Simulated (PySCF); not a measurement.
dichloro(silylmethyl)silane (CH6Cl2Si2), SMILES Cl[SiH](Cl)C[SiH3]. Atoms are numbered in the order given.

```xyz
11

Si    -1.7219    -1.5604     0.4536
C     -0.3578    -1.2811    -0.8298
Si     0.7247     0.2106    -0.6155
Cl    -0.4376     1.9203    -0.6744
Cl     1.6806     0.1124     1.2160
H     -2.4845    -2.7928     0.0926
H     -2.6565    -0.3988     0.4719
H     -1.1251    -1.7382     1.8084
H     -0.8253    -1.2133    -1.8298
H      0.2980    -2.1715    -0.8443
H      1.7692     0.3411    -1.6610
```

Geometry: r2SCAN-D4/def2-SVP. Other conformers were not sampled.

Calculation: TDA-PBE/def2-SVPD (PySCF 2.14.0).

Vertical excitations. Gas-phase values at a fixed geometry.

Computed lowest excited states:
```tsv
state	energy (eV)	λ (nm)	f	main pairs
S1	6.78	183	0.003	HOMO→LUMO 99 %
S2	7.05	176	0.000	HOMO→LUMO+1 96 %
S3	7.16	173	0.024	HOMO→LUMO+2 95 %
S4	7.23	172	0.001	HOMO−2→LUMO 95 %
S5	7.27	170	0.041	HOMO−1→LUMO 83 %
S6	7.30	170	0.001	HOMO−3→LUMO 84 %
S7	7.39	168	0.002	HOMO−1→LUMO+2 94 %
S8	7.42	167	0.016	HOMO−1→LUMO+1 80 %
S9	7.46	166	0.010	HOMO−2→LUMO+1 57 %, HOMO→LUMO+3 39 %
S10	7.54	165	0.014	HOMO−2→LUMO+1 34 %, HOMO→LUMO+3 33 %, HOMO−5→LUMO 25 %
T1	6.51	190	0	HOMO→LUMO 99 %
T2	6.77	183	0	HOMO−1→LUMO 80 %, HOMO→LUMO+1 18 %
T3	6.78	183	0	HOMO→LUMO+1 78 %, HOMO−1→LUMO 19 %
T4	6.94	179	0	HOMO→LUMO+2 95 %
```
Triplets are in the Tamm–Dancoff approximation.
